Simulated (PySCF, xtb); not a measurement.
HOSc, SMILES [OH][Sc].

GFN2-xTB run with xtb at its own geometry gives an orbital gap of 3.78 eV and a dipole moment of 1.16 D.

The structure is a stationary point at PBE-D3(BJ)/def2-TZVP. The spin state was assumed, not searched.

What does PySCF with PBE/def2-TZVPD give? (An estimate is asked for; the answer gives what the named calculation found.)

gap 0.22 eV (levels -3.78 and -3.56 eV), dipole 0.73 D.
